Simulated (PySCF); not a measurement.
Ga2(mu-NH2)2(Cl)4, H4Cl4Ga2N2, singlet, CAM-B3LYP/def2-SVP optimised geometry.

```
12

Ga    -0.36    -1.29     0.00
Ga    -1.79     0.40    -1.85
N     -1.07     0.57     0.00
H     -0.36     1.29     0.11
H     -1.79     0.74     0.71
Cl    -1.46    -2.54     1.36
Cl     1.79    -1.29     0.00
N     -1.07    -1.46    -1.85
H     -0.36    -1.63    -2.56
H     -1.79    -2.18    -1.96
Cl    -3.94     0.39    -1.84
Cl    -0.70     1.65    -3.21
```

Density from PySCF 2.14.0 with CAM-B3LYP/def2-TZVP at that geometry.

Minimum of the electron density along straight lines between bonded atoms, close to the bond critical point (lines longer than 1.1 times the sum of covalent radii, or with two minima, are not listed):

| bond | length / Å | ρ at the minimum / e bohr⁻³ | ∇²ρ there / e bohr⁻⁵ | position (fraction from the first atom) |
|---|---|---|---|---|
| Ga1–N3 | 1.988 | 0.096 | 0.34 | 0.47 |
| Ga2–N3 | 1.988 | 0.096 | 0.34 | 0.47 |
| N3–H4 | 1.022 | 0.327 | -1.60 | 0.74 |
| N3–H5 | 1.022 | 0.327 | -1.60 | 0.74 |
| Ga1–Cl6 | 2.150 | 0.097 | 0.26 | 0.44 |
| Ga1–Cl7 | 2.150 | 0.097 | 0.26 | 0.44 |
| Ga1–N8 | 1.988 | 0.096 | 0.34 | 0.47 |
| Ga2–N8 | 1.988 | 0.096 | 0.34 | 0.47 |
| N8–H9 | 1.022 | 0.327 | -1.60 | 0.74 |
| N8–H10 | 1.022 | 0.327 | -1.60 | 0.74 |
| Ga2–Cl11 | 2.150 | 0.097 | 0.27 | 0.44 |
| Ga2–Cl12 | 2.150 | 0.097 | 0.26 | 0.44 |
